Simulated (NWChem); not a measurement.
System meant: C₂H₆BI; SMILES CB(C)I

NWChem input:

```
start job
memory heap 200 mb stack 900 mb global 1100 mb
geometry units angstroms noautoz
  B      0.000000     0.000000    -1.298054
  I      0.000000     0.000000     0.862831
  C      0.061626     1.377032    -2.030361
  H     -0.989590     1.683621    -2.197758
  H      0.520114     1.294945    -3.028964
  H      0.539843     2.185589    -1.461500
  C     -0.061626    -1.377032    -2.030361
  H     -0.520114    -1.294945    -3.028964
  H     -0.539843    -2.185589    -1.461500
  H      0.989590    -1.683621    -2.197758
end
basis spherical
  B library def2-svp
  I library def2-svp
  C library def2-svp
  H library def2-svp
end
dft
  xc b3lyp
  iterations 150
  mulliken
end
task dft energy
```

End of the output:

```
             Grid Information
             ----------------
          Grid used for XC integration:  medium
          Radial quadrature: Mura-Knowles
          Angular quadrature: Lebedev.
          Tag              B.-S. Rad. Rad. Pts. Rad. Cut. Ang. Pts.
          ---              ---------- --------- --------- ---------
          B                   0.85       49           8.0       434
          I                   1.40      123          11.0       590
          C                   0.70       49          10.0       434
          H                   0.35       45          11.0       434
          Grid pruning is: on
          Number of quadrature shells:   356
          Spatial weights used:  Erf1

          Convergence Information
          -----------------------
          Convergence aids based upon iterative change in
          total energy or number of iterations.
          Levelshifting, if invoked, occurs when the
          HOMO/LUMO gap drops below (HL_TOL):  1.00D-02
          DIIS, if invoked, will attempt to extrapolate
          using up to (NFOCK): 10 stored Fock matrices.

                    Damping( 0%)  Levelshifting(0.5)       DIIS
                  --------------- ------------------- ---------------
          dE  on:    start            ASAP                start
          dE off:    2 iters        150 iters           150 iters

      Screening Tolerance Information
      -------------------------------
          Density screening/tol_rho:  1.00D-10
          AO Gaussian exp screening on grid/accAOfunc:  14
          CD Gaussian exp screening on grid/accCDfunc:  20
          XC Gaussian exp screening on grid/accXCfunc:  20
          Schwarz screening/accCoul:  1.00D-08

      Superposition of Atomic Density Guess
      -------------------------------------

      charge =      53.0 I (Iodine)

      symmetry species            s     p     d     f
      number of basis functions =10     7     6
      number of cont. functions = 4     4     2
      number of closed shells   = 5     3     2
      number of open shells     = 0     1     0
      open shell occupation     = 0     5     0
 ------------------------------------------------------------------------
 atomscf:atomd: error in atom scf                   0
 ------------------------------------------------------------------------
 ------------------------------------------------------------------------
  current input line :
    26: task dft energy
 ------------------------------------------------------------------------
 ------------------------------------------------------------------------
 This error has not yet been assigned to a category
 ------------------------------------------------------------------------
 For more information see the NWChem manual at https://nwchemgit.github.io

0:atomscf:atomd: error in atom scf:Received an Error in Communication
```

Question: Can this run be used? If not, why, and what is the fix?

Answer: The program stopped with an error. Cause: the def2 basis of a heavy element holds valence functions alone and wants its effective core potential (without it all electrons must fit into that basis). This input runs:
```
start job
memory heap 200 mb stack 900 mb global 1100 mb
geometry units angstroms noautoz
  B      0.000000     0.000000    -1.298054
  I      0.000000     0.000000     0.862831
  C      0.061626     1.377032    -2.030361
  H     -0.989590     1.683621    -2.197758
  H      0.520114     1.294945    -3.028964
  H      0.539843     2.185589    -1.461500
  C     -0.061626    -1.377032    -2.030361
  H     -0.520114    -1.294945    -3.028964
  H     -0.539843    -2.185589    -1.461500
  H      0.989590    -1.683621    -2.197758
end
basis spherical
  * library def2-svp
end
ecp
  I library def2-ecp
end
dft
  xc b3lyp
  iterations 150
  mulliken
end
task dft energy
```
It converges to -402.44038 Ha (B3LYP/def2-SVP with def2 effective core potentials on I).
